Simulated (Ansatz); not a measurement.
System (SMILES): [Si]Br (Si-Br), doublet.
Atoms: Si1, Br2. Bonds: Si1-Br2.

Basis-set convergence of the optimised Si1-Br2 bond length at HF with Ansatz (a quantum-chemistry and plane-wave program). All functions are spherical. The program fits the integrals of some runs and decomposes those of others, by size. Open shells are unrestricted. No added dispersion term, no relativity. Reference: the value in pcseg-4, 2.2498 Å, itself unsure by roughly 0.0004 Å (its mean distance from aug-pcseg-3, aug-cc-pV(Q+d)Z, cc-pV(5+d)Z). Deviations are taken from unrounded values.

```
basis            functions  optimised Si1-Br2 bond length (Å)
---------------  ---------  ---------------------------------
pcseg-1                 45                             2.2741
aug-pcseg-1             63                             2.2800
cc-pV(D+d)Z             50                             2.2638
aug-cc-pV(D+d)Z         68                             2.2718
def2-SVP                50                             2.2576
def2-SVPD               65                             2.2706
pcseg-2                 77                             2.2507
aug-pcseg-2            109                             2.2525
cc-pV(T+d)Z             82                             2.2522
aug-cc-pV(T+d)Z        114                             2.2529
def2-TZVP               85                             2.2509
def2-TZVPD             100                             2.2514
def2-TZVPP              90                             2.2507
def2-TZVPPD            105                             2.2512
cc-pV(Q+d)Z            132                             2.2493
aug-cc-pV(Q+d)Z        182                             2.2493
pcseg-3                132                             2.2500
aug-pcseg-3            182                             2.2499
def2-QZVPP             159                             2.2493
def2-QZVPPD            174                             2.2493
```

What the diffuse functions change, pair by pair:
- pcseg-1 to aug-pcseg-1: 18 more functions, deviation 0.0244 to 0.0302 Å
- cc-pV(D+d)Z to aug-cc-pV(D+d)Z: 18 more functions, deviation 0.0140 to 0.0221 Å
- def2-SVP to def2-SVPD: 15 more functions, deviation 0.0079 to 0.0208 Å
- pcseg-2 to aug-pcseg-2: 32 more functions, deviation 0.0009 to 0.0028 Å
- cc-pV(T+d)Z to aug-cc-pV(T+d)Z: 32 more functions, deviation 0.0024 to 0.0032 Å
- def2-TZVP to def2-TZVPD: 15 more functions, deviation 0.0011 to 0.0017 Å
- def2-TZVPP to def2-TZVPPD: 15 more functions, deviation 0.0009 to 0.0014 Å
- cc-pV(Q+d)Z to aug-cc-pV(Q+d)Z: 50 more functions, deviation -0.0004 to -0.0004 Å
- pcseg-3 to aug-pcseg-3: 50 more functions, deviation 0.0002 to 0.0002 Å
- def2-QZVPP to def2-QZVPPD: 15 more functions, deviation -0.0005 to -0.0005 Å

They bring the value nearer the reference by more than 0.0004 Å in 0 of 10 pairs.
